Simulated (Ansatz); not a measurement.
Computed with B3LYP-D3(BJ)/def2-TZVP run with Ansatz (a first-principles code). No frequencies were computed at this level.

Ansatz 0.2 input:
```yaml
crystal:
  periodic: [false, false, false]
  atoms:
    - { symbol: O, position_ang: [0.850373, -0.418945, 0.309076] }
    - { symbol: C, position_ang: [-0.346888, 0.04531, -0.032428] }
    - { symbol: S, position_ang: [-1.717835, -0.629016, 0.480514] }
    - { symbol: H, position_ang: [1.582879, 0.083998, -0.071459] }
    - { symbol: H, position_ang: [-0.368529, 0.918654, -0.685704] }
basis:
  gaussian: { orbitals: def2-tzvp }
hamiltonian:
  xc: b3lyp
  dispersion: d3bj
relax:
  max_steps: 150
```

Output:

```
Functional definition: B3LYP
690 factors; their error is unknown
mean field evaluation 1: about -13949.0905 eV, gradient 4.9e1 eV
mean field evaluation 2: about -13938.1174 eV, gradient 8.7e1 eV
mean field evaluation 4: about -13953.4758 eV, gradient 3.6e0 eV
mean field evaluation 8: about -13953.5229 eV, gradient 3.5e-1 eV
mean field evaluation 16: about -13953.5231 eV, gradient 1.8e-5 eV
mean field -13953.52309135 eV, -512.7825155693 hartree, gradient 1.8e-5 eV, S^2 0.000000; 0 other end points of the search recorded, 0 dependent functions left out
reference -13953.52328889 eV, -512.7825228290 hartree; 16, 16 occupied and 95, 95 virtual orbitals, 690 factors
relax step   1: F+E_penalty+E_count = -13953.65661538 eV  Δ(F+E_penalty+E_count) = +0.000e0 eV  max|allowed force component| = 4.566e-1 eV/Å  Δτ_max = 0.0000 Å  (27 SCF iters, accepted)
these checks for a lower state are left out or cut short: starts, cluster_reference, orbital_swaps, neighbouring_geometries, increment
690 factors; their error is unknown
mean field -13953.53404381 eV, -512.7829180649 hartree, gradient 1.2e-5 eV, S^2 0.000000; 0 other end points of the search recorded, 0 dependent functions left out
reference -13953.53424147 eV, -512.7829253288 hartree; 16, 16 occupied and 95, 95 virtual orbitals, 690 factors
relax step   2: F+E_penalty+E_count = -13953.66749572 eV  Δ(F+E_penalty+E_count) = -1.088e-2 eV  max|allowed force component| = 3.301e-1 eV/Å  Δτ_max = 0.0199 Å  (33 SCF iters, accepted)
these checks for a lower state are left out or cut short: starts, cluster_reference, orbital_swaps, neighbouring_geometries, increment
690 factors; their error is unknown
mean field -13953.52907939 eV, -512.7827356258 hartree, gradient 1.2e-5 eV, S^2 0.000000; 0 other end points of the search recorded, 0 dependent functions left out
reference -13953.52927701 eV, -512.7827428882 hartree; 16, 16 occupied and 95, 95 virtual orbitals, 690 factors
relax step   3: F+E_penalty+E_count = -13953.66253421 eV  Δ(F+E_penalty+E_count) = +4.962e-3 eV  max|allowed force component| = 4.282e-1 eV/Å  Δτ_max = 0.0360 Å  (32 SCF iters, rejected (line search))
these checks for a lower state are left out or cut short: starts, cluster_reference, orbital_swaps, neighbouring_geometries, increment
690 factors; their error is unknown
mean field evaluation 32: about -13953.5231 eV, gradient 2.7e-3 eV
mean field -13953.53941291 eV, -512.7831153757 hartree, gradient 1.2e-5 eV, S^2 0.000000; 0 other end points of the search recorded, 0 dependent functions left out
reference -13953.53961061 eV, -512.7831226411 hartree; 16, 16 occupied and 95, 95 virtual orbitals, 690 factors
relax step   4: F+E_penalty+E_count = -13953.67284534 eV  Δ(F+E_penalty+E_count) = -5.350e-3 eV  max|allowed force component| = 1.164e-1 eV/Å  Δτ_max = 0.0174 Å  (34 SCF iters, accepted)
these checks for a lower state are left out or cut short: starts, cluster_reference, orbital_swaps, neighbouring_geometries, increment
690 factors; their error is unknown
mean field -13953.54045213 eV, -512.7831535663 hartree, gradient 1.2e-5 eV, S^2 0.000000; 0 other end points of the search recorded, 0 dependent functions left out
reference -13953.54064973 eV, -512.7831608281 hartree; 16, 16 occupied and 95, 95 virtual orbitals, 690 factors
relax step   5: F+E_penalty+E_count = -13953.67396824 eV  Δ(F+E_penalty+E_count) = -1.123e-3 eV  max|allowed force component| = 2.917e-2 eV/Å  Δτ_max = 0.0141 Å  (34 SCF iters, accepted)
these checks for a lower state are left out or cut short: starts, cluster_reference, orbital_swaps, neighbouring_geometries, increment
690 factors; their error is unknown
mean field -13953.54049339 eV, -512.7831550827 hartree, gradient 1.2e-5 eV, S^2 0.000000; 0 other end points of the search recorded, 0 dependent functions left out
reference -13953.54069100 eV, -512.7831623448 hartree; 16, 16 occupied and 95, 95 virtual orbitals, 690 factors
relax step   6: F+E_penalty+E_count = -13953.67399225 eV  Δ(F+E_penalty+E_count) = -2.401e-5 eV  max|allowed force component| = 3.506e-3 eV/Å  Δτ_max = 0.0010 Å  (34 SCF iters, accepted)
690 factors; their error is unknown
mean field evaluation 64: about -13953.5238 eV, gradient 4.5e-1 eV
mean field -13953.54049339 eV, -512.7831550827 hartree, gradient 1.2e-5 eV, S^2 0.000000; 1 other end points of the search recorded, 0 dependent functions left out
reference -13953.54069100 eV, -512.7831623448 hartree; 16, 16 occupied and 95, 95 virtual orbitals, 690 factors
Total energy: -13953.67418987 eV, -512.7880683376 hartree
Atom 0 at     0.859682    -0.427519     0.315444 Å, force    -0.000171     0.000946    -0.000737 eV/Å
Atom 1 at    -0.352968     0.033331    -0.023046 Å, force    -0.002562    -0.003506     0.002741 eV/Å
Atom 2 at    -1.733199    -0.626683     0.478666 Å, force     0.000931     0.000793    -0.000630 eV/Å
Atom 3 at     1.549878     0.113760    -0.093601 Å, force     0.001268    -0.000038     0.000018 eV/Å
Atom 4 at    -0.323393     0.907112    -0.677463 Å, force     0.000534     0.001805    -0.001393 eV/Å
Dipole moment:     0.550310     0.417594    -0.315674 e Å
```

Cost: about 13 core-seconds (a rough figure).
